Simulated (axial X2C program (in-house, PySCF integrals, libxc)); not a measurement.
# Potential curves of CaAs, two-component

All values were computed with an in-house relativistic program for diatomic molecules. Two-component (2c) means X2C with spin–orbit coupling and atomic mean-field two-electron Coulomb and Gaunt terms. Basis: As dyall-cv3z [9s9p6d4f1g], Ca dyall-cv3z [11s12p6d4f] (cores contracted in-house); Gaussian nuclei, density fitting, unrestricted open shells. Masses: As 74.922 u, Ca 39.963 u.

State: Ω = 3/2 (⟨Sz⟩ = 1.49, ⟨Lz⟩ = 0.01 at HF). Energies in cm⁻¹ from the fragments at the same level (As + Ca). Fits are polynomials in 1 − R0/R over 0.85 to 1.23 times the lowest point R0.

```
 R (Å)     HF
2.4891   1154
2.6035  -1792
2.6893  -3202
2.7752  -4078
2.8610  -4534
2.9611  -4662
3.0613  -4471
3.1900  -3914
3.3474  -2990
```

The state is a single determinant with fixed occupations, the lowest that a limited PBE0 search found. De is counted from the lowest determinant-based energies of the atoms at the same level, without counterpoise correction. PBE0 can misorder states that lie within some tenths of an eV, so this need not be the ground state of the molecule. The nearest other spin-free determinant of the search, M_S = 1/2, Λ = 0, lies 0.07 eV up at the distance of the search. With several unpaired electrons one determinant need not be a pure state. A state of lower Ω lies just above, and one determinant can place such states too high, so the state shown need not be the lowest. The search has Ω = 1/2 only 0.07 eV up. This is the top spin component of a Σ state; components of lower Ω are not single determinants and can lie lower. The stretched end of a curve changes character and is left out.

(1) Fit the HF curve near its minimum: give the equilibrium distance, the harmonic wavenumber and the well depth.

Answers

(1) At HF, 2c: Re = 2.946 Å, ωe ≈ 208 cm⁻¹, De = 0.58 eV to As + Ca; Be follows as 0.0745 cm⁻¹.
